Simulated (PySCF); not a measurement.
**Energy of Mo (molybdenum, neutral) between two integer charges**

The 5s alpha orbital of [Kr] 4d5 5s1 is emptied in steps (occupation f), with all orbitals relaxed, ending at [Kr] 4d5. All numbers are calculated (PySCF 2.14, scalar relativity through the core potential, in aug-cc-pVTZ-PP with ECP28MDF). The exact energy is a straight line in f; departures are measured from the line between the end points of the same method.

Q: Among BHandHLYP, wB97X, TPSS, which shows the largest delocalisation error (convex curve), and which is closest to linear?

A: Most convex: TPSS (-0.673 eV at f = 0.4); closest to linear: wB97X (-0.014 eV).

```
  f  BHandHLYP (eV)  wB97X (eV)  TPSS (eV)
  1           0.000       0.000      0.000
0.8          -0.208      -0.011     -0.444
0.6          -0.313      -0.016     -0.669
0.4          -0.314      -0.014     -0.673
0.2          -0.210      -0.008     -0.451
  0           0.000       0.000      0.000
```

```csv
method,E(f=0) − E(f=1) (eV),−ε at f=1 (eV),−ε at f=0.4 (eV)
BHandHLYP,6.788,5.491,7.047
wB97X,6.560,6.488,6.582
TPSS,7.357,4.599,7.901
```

Reference removal energy between the ground levels: 7.092 eV (measured; NIST Atomic Spectra Database, ionization energies).
